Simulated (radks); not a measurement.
Results of a calculation; reference values are marked as such.
Mean orbital radii <r> (bohr) of the niobium ion Nb+, [Kr] 4d4, at several levels of relativity; Dirac values are averaged over j with weights 2j + 1. Spin-unpolarised spherical Kohn-Sham, PBE, point nucleus unless stated (finite: rms radius 4.324 fm), a radial shooting solver on a logarithmic mesh with Libxc functionals. A level marked "c x" has the speed of light scaled by that factor and shares open shells by 2j + 1; other Dirac levels either fill j = l - 1/2 first or share by 2j + 1.

shell  non-rel.  scalar-rel., finite nucleus  Dirac, c x 0.75  Dirac, c x 2  change of magnitude, last against first (%)
1s      0.03720                      0.03609          0.03519       0.03693                                        -0.73
2s       0.1629                       0.1580           0.1535        0.1616                                        -0.79
2p       0.1398                       0.1377           0.1359        0.1392                                        -0.39
3s       0.4549                       0.4432           0.4334        0.4520                                        -0.65
3p       0.4509                       0.4458           0.4414        0.4495                                        -0.29
3d       0.4321                       0.4330           0.4340        0.4323                                        +0.05
4s        1.189                        1.160            1.138         1.182                                        -0.58
4p        1.315                        1.304            1.296         1.312                                        -0.21
4d        2.033                        2.060            2.083         2.040                                        +0.33
